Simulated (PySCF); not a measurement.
# InN at BLYP

Computed with BLYP; In x2c-TZVPPall, N x2c-TZVPPall; spin-free X2C with a Gaussian nucleus (PySCF 2.14).

For InN, the state is ³Σ⁻ (triplet), unpaired electrons π ↑↑ and the bond length is 2.269 Å. The harmonic wavenumber is 405 cm⁻¹ and the force constant is 1.20 mdyn/Å. The rotational constant Be is 0.2623 cm⁻¹. The anharmonicity ωexe is 2.51 cm⁻¹, the vibration–rotation constant αe is 0.00228 cm⁻¹ and the well depth De to In + N is 209 kJ/mol. The dissociation energy D0 is 207 kJ/mol. The bond order (Mayer) is 0.88. The dipole moment (positive dipole means In(−)N(+)) is -2.59 D.

These are scalar-relativistic numbers at best; spin–orbit coupling would shift them, the dissociation energy most. The state is the lowest determinant that a PBE0 search found; another state may lie lower at other levels.
